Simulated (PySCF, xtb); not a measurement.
Sn(F)(OH) (FHOSn), SMILES [Sn]([F])[OH] (connectivity only; charge and spin as stated), neutral, multiplicity 1.

GFN2-xTB in xtb 6.7.1 at its own geometry gives an orbital gap of 4.86 eV and a dipole moment of 4.69 D.

Geometry optimised at PBE-D3(BJ)/def2-TZVP. The def2 effective core potentials stand for the cores of Sn; spin–orbit coupling is left out. The values are those of a single conformer.

What does ωB97X/def2-TZVPD in PySCF give? (An estimate is asked for; the answer gives what the named calculation found.)

gap 9.84 eV (levels -10.52 and -0.67 eV), dipole 2.19 D.
